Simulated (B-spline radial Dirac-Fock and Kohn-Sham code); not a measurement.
Z = 46 (palladium), transition energy 50 keV. The computed values come from a B-spline atomic structure program: a Dirac-Hartree-Slater potential of the neutral atom with a Latter tail (no hole, which puts coefficients of high multipoles low close above an edge), finite nucleus with surface currents. Subshells that would emit electrons below 1 keV are left out.

Task: A pure transition shows α(K) = 539, L1/L2 = 0.00571 and L1/L3 = 0.00437. What is its multipolarity?
A. M4
B. E1
C. M2
D. M1
E. M3
F. E2
G. E3
H. E4

Result: H. For comparison, α(K), L1/L2, L1/L3 are E1 0.944, 5.98, 3.83; E2 9.52, 0.385, 0.271; E3 73.2, 0.0372, 0.0277; M1 2.43, 13.8, 48.1; M2 42.9, 9.28, 4.22; M3 460, 6.29, 0.883; M4 4490, 4.66, 0.385.
